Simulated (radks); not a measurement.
Successive ionisation energies (eV) of one element, from differences of total energies of ions in their ground configurations, starting at charge 0: 9.315, 16.761, 24.591, 43.502, 55.155, 100.14, 120.31, 141.22, 162.76, 184.80, 216.79. All-electron calculation, scalar-relativistic Kohn-Sham, r2SCAN, spin-polarised, spherical densities, finite nucleus; open shells are filled with parallel spins first (spin-orbit coupling, left out, can overturn this in heavy ions); meta-GGA in the generalised Kohn-Sham scheme; Fermi nuclear charge, rms radius 4.6802 fm. Program: a radial shooting solver on a logarithmic mesh with Libxc functionals. Which element is it?

Answer. Antimony (Z = 51). The first species listed is Sb in [Kr] 4d10 5s2 5p3, the last Sb10+ in [Kr] 4d5.
